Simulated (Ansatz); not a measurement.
A run for Ansatz (a quantum-chemistry and plane-wave program): R-CCSD(T)/aug-cc-pVDZ on CH3FO2 (a complex), monomers drawn apart or pushed together.

Ansatz 0.2 input:
```yaml
crystal:
  periodic: [false, false, false]
  atoms:
    - {symbol: F, position_ang: [0.39017373, 0.00140340, 0.46205031]}
    - {symbol: H, position_ang: [-0.15532494, -0.47250319, 1.09499187]}
    - {symbol: O, position_ang: [-0.86842759, -0.75218930, 3.91900226]}
    - {symbol: C, position_ang: [-0.28707891, -0.00261956, 4.67651435]}
    - {symbol: O, position_ang: [0.61343573, 0.89863227, 4.32842013]}
    - {symbol: H, position_ang: [-0.45786869, -0.00032372, 5.75722505]}
    - {symbol: H, position_ang: [0.74114871, 0.86892510, 3.35367254]}
basis:
  gaussian:
    orbitals: aug-cc-pVDZ
magnetization: {spin_polarized: false}
correlation: {method: ccsd_t, electrons: outside_noble_gas}
scf: {lower_state_search: off}
```

Program output:

```
WARN ansatz: RAYON_NUM_THREADS=1 ignored (pool sized by the plan → 1); use --threads N
Functional definition: HF
these checks for a lower state are left out or cut short: stability, starts, cluster_reference, orbital_swaps, neighbouring_geometries, increment
integrals: 0.21 GiB planned
1136 factors; integrals over basis functions are off by at most 8.5e-4 eV
mean field: 0.31 GiB planned
mean field evaluation 1: about -7855.6142 eV, gradient 4.6e1 eV
mean field evaluation 2: about -7855.6221 eV, gradient 4.6e1 eV
mean field evaluation 4: about -7859.4489 eV, gradient 3.7e0 eV
mean field evaluation 8: about -7859.4979 eV, gradient 4.4e-1 eV
mean field -7859.49953757 eV, -288.8312806456 hartree, gradient 1.7e-6 eV, S^2 0.000000; 0 other end points of the search recorded, 0 dependent functions left out
4 core orbitals not correlated
reference -7859.49953757 eV, -288.8312806456 hartree; 13, 13 occupied and 102, 102 virtual orbitals, 1136 factors
second order -20.52617720 eV of doubles, -0.00000000 eV of singles
coupled cluster: 0.65 GiB planned
cycle   1  -20.25555019 eV  change    2.7e-1 eV  update   1.2e-1
cycle   2  -20.77427647 eV  change   -5.2e-1 eV  update   3.4e-2
cycle   3  -20.91556987 eV  change   -1.4e-1 eV  update   1.9e-2
cycle   4  -20.90348893 eV  change    1.2e-2 eV  update   4.3e-3
cycle   5  -20.89955360 eV  change    3.9e-3 eV  update   1.9e-3
cycle   6  -20.90069435 eV  change   -1.1e-3 eV  update   5.6e-4
cycle   7  -20.90062348 eV  change    7.1e-5 eV  update   2.1e-4
cycle   8  -20.90044290 eV  change    1.8e-4 eV  update   6.7e-5
cycle   9  -20.90045501 eV  change   -1.2e-5 eV  update   2.7e-5
perturbative correction -0.64111434 eV, -0.0235605175 hartree
Total energy: -7881.04110693 eV, -289.6229187180 hartree
Checks for a lower state left out: stability, starts, cluster_reference, orbital_swaps, neighbouring_geometries, increment
```

Self-consistency was reached.

Cost: around 12 core-seconds (rough).
